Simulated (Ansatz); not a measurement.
Start from `[OH][Al]([OH])[SH]` and change one atom or group to get `C[NH][Al]([OH])[SH]`.

Ansatz, PBE0-D4/def2-TZVP geometries, multiplicity 1. Each molecule was computed in one conformer, which needn't be the lowest.

```
                                          property  `[OH][Al]([OH])[SH]`
               HOMO–LUMO gap (PBE/def2-TZVPP) / eV                  4.97
                LUMO energy (PBE0/def2-TZVPP) / eV                 -0.54
size of the dipole moment (ωB97M-V/def2-TZVPP) / D                  3.09
             HOMO–LUMO gap (B3LYP/def2-TZVPP) / eV                  6.45
                HOMO energy (PBE0/def2-TZVPP) / eV                 -7.58
             HOMO energy (ωB97M-V/def2-TZVPP) / eV                 -9.77
```

(1) Give the same properties after the change, and the shifts. (An estimate is asked.)

## Answers

(1) The calculation gave: 
```csv
property,`C[NH][Al]([OH])[SH]`,shift
HOMO–LUMO gap (PBE/def2-TZVPP) / eV,4.38,-0.59
LUMO energy (PBE0/def2-TZVPP) / eV,-0.20,0.34
size of the dipole moment (ωB97M-V/def2-TZVPP) / D,0.80,-2.29
HOMO–LUMO gap (B3LYP/def2-TZVPP) / eV,6.01,-0.44
HOMO energy (PBE0/def2-TZVPP) / eV,-6.73,0.85
HOMO energy (ωB97M-V/def2-TZVPP) / eV,-9.06,0.71
```

With PBE0 the HOMO rises by 0.85 eV and the LUMO rises by 0.34 eV, so the gap narrows by about 0.51 eV. PBE moves the HOMO by 0.95 eV and ωB97M-V by 0.71 eV. Dipoles are sizes alone; their direction can turn.

B3LYP here is the variant with VWN-RPA as its local correlation; programs differ in this.
